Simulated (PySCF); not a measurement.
# SnH₂, singlet: data card

These are results of PySCF, PBE0, basis Sn def2-TZVP with ECP28, H def2-TZVP (scalar-relativistic core potentials, no spin–orbit coupling, density fitting), not measurements.

The structure is a minimum.

Coordinates in bohr (charge 0 multiplicity 1):
```
Sn    0.0000    0.0000   -0.0390
H     2.3806    0.0000    2.3174
H    -2.3806    0.0000    2.3174
```

* Point group: C2v
* Bond lengths: Sn–H 1.773 Å (×2)
* Bond angles: H–Sn–H 90.6°
* Lowest empty level: -2.98 eV
* Heat capacity Cp at 298.15 K: 36.3 J/(mol K)
* Principal quadrupole moments (Buckingham, traceless) about the centre of mass: -5.01, -2.05, 7.06 D Å
* Dipole moment: 0.72 D
* Highest occupied level: -6.62 eV
* Principal polarisabilities: 34.2, 47.7, 48.4 bohr³
* Atomisation energy without zero-point energy: 518 kJ/mol
* Entropy at 298.15 K and 1 bar: 229.6 J/(mol K)
* Rotational constants: 5.469, 5.27, 2.684 cm⁻¹
* Enthalpy at 298.15 K above 0 K: 10.14 kJ/mol
* Zero-point energy: 25.5 kJ/mol
* Rotational symmetry number: 2

Harmonic modes (masses in u: Sn 119.902, H 1.008):
```csv
symmetry,ω (cm⁻¹),IR (km/mol),μ (u),type
a1,791,75.1,1.02,bend
a1,1732,388,1.02,stretch
b2,1736,432,1.02,stretch
```

In C2v the vibrations span 2a1 + b2. Here b1 is antisymmetric to the molecular plane and b2 lies in it.

Charges (e):
| atom | Mulliken | Löwdin | polar tensor | Mayer order to Sn1 |
| --- | --- | --- | --- | --- |
| Sn1 | 0.18 | 0.17 | 0.58 | – |
| H2,3 | -0.09 | -0.09 | -0.29 | 0.96 |

Mulliken populations on Sn1 (electrons outside its core potential): s 3.87, p 7.86, d 10.08, f 0.01.

Counting electrons, tin keeps 2 of its valence electrons outside its bonds, so the VSEPR class is AX2E1 and the expected shape is bent (C2v), as computed. The angle of 91° is close to 90°: the heavy centre bonds with nearly pure p orbitals and keeps its lone pair s-like.

The final relaxation and frequency run took roughly 20 core-seconds on a shared host.
